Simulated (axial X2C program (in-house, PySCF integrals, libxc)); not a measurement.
# TiO⁻ along the bond: HF, 2c

Calculated with an axial X2C code built on PySCF integrals. Two-component (2c) means X2C with spin–orbit coupling and atomic mean-field two-electron Coulomb and Gaunt terms. Basis: Ti dyall-acv3z [11s11p7d4f2g], O dyall-av3z [7s6p3d2f] (cores contracted in-house); Gaussian nuclei, density fitting, unrestricted open shells. Masses: Ti 47.948 u, O 15.995 u.

State: Ω = 3/2 (⟨Sz⟩ = -0.50, ⟨Lz⟩ = 2.00 at HF). Dipoles are positive if O is the positive end and refer to the centre of mass.

```
R (Å)  μ (D)  HOMO (eV)  LUMO (eV)
1.483  4.320      -0.47       1.98
1.532  3.499      -0.61       1.99
1.581  2.769      -0.75       1.99
1.630  2.098      -0.89       1.99
1.687  1.358      -1.04       2.00
1.744  0.643      -1.20       2.00
```

Task: The minimum lies at 1.643 Å. What is the dipole moment there?

Result: At HF, 2c, with the sign and origin stated: μ = 1.93 D.

The state is a single determinant with fixed occupations, the lowest that a limited PBE0 search found. Some points did not converge and are left out. The determinant is spin-polarised beyond a pure state at some levels (its spin-free form has ⟨S²⟩ too high), which makes Re and μ there less reliable. The LUMO of an anion is an unbound level whose energy the basis sets.
